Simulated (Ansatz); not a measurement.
The same ligand exchange along the group B, Al, Ga, In.

Computed with Ansatz on PBE0-D4/def2-TZVP structures; ΔE is electronic, products minus reactants. CCSD(T)/CBS is the MP2 limit (def2-TZVPP, def2-QZVPP) plus CCSD(T) − MP2 in def2-TZVPP, frozen cores. This one scheme is used for every species. Functionals use def2-TZVPP. Elements past krypton have def2 core potentials. For Br, Ga, In outer-core shells are correlated without core-valence functions, which leaves a few kJ/mol of doubt a bond. Scalar relativity is left out up to krypton. One conformer a species, not always the lowest.

```json
{"reaction": "`OB(F)F` + HBr → `OB(F)Br` + H–F", "RPA@PBE/def2-TZVPP (kJ/mol)": "71", "revPBE-D4 (kJ/mol)": "58"}
{"reaction": "`[OH][Al]([F])[F]` + HBr → `[OH][Al]([F])[Br]` + H–F", "RPA@PBE/def2-TZVPP (kJ/mol)": "27", "revPBE-D4 (kJ/mol)": "17"}
{"reaction": "`[OH][Ga]([F])[F]` + HBr → `[OH][Ga]([F])[Br]` + H–F", "RPA@PBE/def2-TZVPP (kJ/mol)": "-41", "revPBE-D4 (kJ/mol)": "-49"}
{"reaction": "`[OH][In]([F])[F]` + HBr → `[OH][In]([F])[Br]` + H–F", "RPA@PBE/def2-TZVPP (kJ/mol)": "-76", "revPBE-D4 (kJ/mol)": "-76"}
```

**Question.** Give the CCSD(T)/CBS values in the same order. (Estimate.)

**Answer.** Computed: 65, 18, -53, -88 kJ/mol.

Largest T1 diagnostic: 0.018, for `[OH][In]([F])[F]`.
